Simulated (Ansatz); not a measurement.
Consider the cleavage of the Ga–Si bond: `S[SiH2][GaH][I]` + H–F → `[F][GaH][I]` + `[SiH3]S`.

Isolated molecules relaxed with PBE0-D4/def2-TZVP in Ansatz; ΔE leaves out vibrations. CBS: MP2 limit from def2 TZ/QZ plus the TZ coupled-cluster correction, frozen cores. This one scheme is used for every species. Functionals use def2-TZVPP. B3LYP here is the variant with VWN-RPA as its local correlation; programs differ in this. Elements past krypton have def2 core potentials. For Ga, I outer-core shells are correlated without core-valence functions, which leaves a few kJ/mol of doubt a bond. Scalar relativity is left out up to krypton. Each species was taken in one conformer, which may not be the lowest.

```csv
level,ΔE (kJ/mol),difference from CCSD(T)/CBS
B97M-V,-70.5,-15.9
B3LYP-D4,-61.6,-7.0
r2SCANh-D4,-64.2,-9.6
PBE-QIDH,-60.3,-5.7
r2SCAN,-68.3,-13.7
B3LYP,-77.3,-22.7
r2SCANh,-66.9,-12.3
r2SCAN0,-65.1,-10.5
CAM-B3LYP,-83.2,-28.6
LC-ωPBE,-71.7,-17.1
RPA@PBE/def2-TZVPP,-67.6,-13.0
CCSD/def2-SVP,-88.2,-33.6
CCSD(T)/def2-TZVPP,-63.9,-9.3
HF/def2-QZVPP,-101.2,-46.6
MP2/def2-QZVPP,-59.3,-4.7
CCSD/CBS(def2),-58.9,-4.3
CCSD(T)/CBS,-54.6,0
```

Largest T1 diagnostic among the species: 0.012.

Leaving LDA and LC-ωPBE aside and taking each functional with its dispersion term where it has one, the values, not all of them listed here, spread over 28.2 kJ/mol, from B2PLYP to revPBE-D4. LDA lies +11.3 kJ/mol from PBE without D4. The D4 term adds +15.7 kJ/mol with B3LYP and +8.8 kJ/mol with PBE0; it sums over pairs of atoms, weighted by their polarisabilities, and B3LYP, whose exchange is more repulsive, gets the larger term. At CCSD(T), def2-SVP lies −31.1 kJ/mol from the extrapolated value and def2-TZVPP −9.3 kJ/mol.

CCSD(T)/CBS has its own doubt, a few kJ/mol and more with outer-core shells, so smaller differences from it don't rank the levels.
